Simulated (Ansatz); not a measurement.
The first iterations of a band of BF3H2O (7 atoms, charge 0, multiplicity 1).

All numbers below come from RKS revPBE-D4/def2-SVP (Ansatz 0.2.0).

```
movable images  : 7
climbing image  : yes
spring          : 5.0 eV/Å²
optimiser       : quadratic models (default)
start path      : through a guess of the saddle point
force threshold : 0.05 eV/Å
iteration limit : 60
end points      : relaxed
```

First end point:

```xyz
7
Properties=species:S:1:pos:R:3
B 0.042 0.033 0.073
F -0.062 0.545 1.336
F 1.195 0.255 -0.593
F -1.110 -0.014 -0.660
O 0.171 -1.763 0.508
H -0.667 -2.139 0.170
H 0.072 -1.770 1.482
```

Last end point:

```xyz
7
Properties=species:S:1:pos:R:3
B 0.046 -0.450 -0.447
F -0.048 -0.014 2.191
F 1.168 0.249 -0.585
F -1.105 0.034 -0.928
O 0.110 -1.700 0.131
H -0.764 -2.133 0.121
H 0.234 -0.839 1.831
```

| iteration | highest image above the first end (eV) | largest band force component (eV/Å) |
| --- | --- | --- |
| 1 | 2.864 | 6.574 |
| 2 | 1.640 | 3.841 |
| 3 | 1.339 | 2.869 |
| 4 | 1.404 | 6.610 |

Q: Does the band converge within its limit, and where does its top end?

A: The forces met the threshold. It ended after 14 iterations with the highest image 0.877 eV above the first end. A vibrational analysis at the climbing image gives one clearly imaginary mode, 797i cm⁻¹: a first-order saddle point. The orbitals stay closed-shell, which can raise the energy where a bond breaks towards radicals; this wasn't checked here.

Time of the run: 3 min on 1 thread of Intel(R) Xeon(R) Platinum 8259CL CPU @ 2.50GHz (Skylake/Cascade Lake) (shared host), peak memory 0.16 GiB.
